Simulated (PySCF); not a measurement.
Isomers of C3H3Cl. Isolated molecules, 0 K electronic values unless said otherwise. Strings in code marks are SMILES.

The S1–T1 gap (TDA) from two functionals at the same geometries (B3LYP-D3(BJ)/def2-TZVP), both in PySCF: PBE-D3(BJ)/def2-TZVP and TPSSh-D3(BJ)/def2-TZVP. Excitations are Tamm–Dancoff values on a coarser integration grid. The basis has no diffuse functions, so Rydberg states are missing or too high.

```csv
species,PBE-D3(BJ)/def2-TZVP (eV)
`C#CCCl`,0.58
`C(=C)=CCl`,0.44
`ClC1CC=1`,1.93
```

Question: What does TPSSh-D3(BJ)/def2-TZVP give for each?

Answer: 
- `C#CCCl`: 0.85
- `C(=C)=CCl`: 0.50
- `ClC1CC=1`: 2.29
Over these rows, drawn at random from the members with no instability flagged (it was tested for open shells, ions and some series alone), PBE minus TPSSh-D3(BJ): mean -0.23 eV, from -0.37 eV to -0.06 eV.
